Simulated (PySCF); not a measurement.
MoF₆, SMILES [F][Mo]([F])([F])([F])([F])[F], multiplicity 1. Coordinates come from a PBE-D3(BJ)/def2-SVP optimisation. The multiplicity is an assumed one; no other spin state was optimised. The isomer is the one that the SMILES or the coordinates give; other isomers of the formula were not compared. The def2 effective core potentials stand for the cores of Mo; spin–orbit coupling is left out.

Computed equilibrium geometry at PBE-D3(BJ)/def2-SVP (PySCF confirms it by a frequency run) as Cartesian coordinates in Å, and its point group:
point group Oh.
```xyz
7

Mo     0.0000     0.0000     0.0000
F      0.0000     1.8425     0.0000
F      0.0000    -1.8425     0.0000
F      0.0000     0.0000    -1.8425
F      1.8425     0.0000     0.0000
F     -1.8425     0.0000     0.0000
F      0.0000     0.0000     1.8425
```
